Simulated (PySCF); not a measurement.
Problem. Give a PBE0-D3(BJ)/def2-TZVP geometry of `[SiH3]C=C=C[SiH3]`.

Solution. 
```xyz
13
C3H8Si2 angstrom
Si     2.5923    0.1379    0.5548
C      1.3285    0.0513   -0.8060
C      0.1436   -0.4431   -0.5919
C     -1.0433   -0.9059   -0.3250
Si    -2.3918    0.2170    0.2904
H      3.7998   -0.6543    0.1981
H      3.0209    1.5461    0.7693
H      1.9918   -0.3995    1.8005
H      1.5662    0.4258   -1.8002
H     -1.2329   -1.9689   -0.4634
H     -3.5475    0.2086   -0.6461
H     -1.8527    1.5943    0.4065
H     -2.8801   -0.2446    1.6175
```

Any rigid rotation of these coordinates is as good. Atoms count from 1 in this order. Si1 (SiH3 silicon) is tetrahedral (angles from 107.7° to 110.6°).

Bonds between heavy atoms (Å): Si1–C2 1.859, C2=C3 1.302, C3=C4 1.302, C4–Si5 1.860.

Computed, not measured: PBE0-D3(BJ)/def2-TZVP geometry optimisation, gas phase (PySCF 2.14.0).

Point group: C2 (tolerance 0.08 Å). Not checked by PBE0-D3(BJ)/def2-TZVP frequencies.
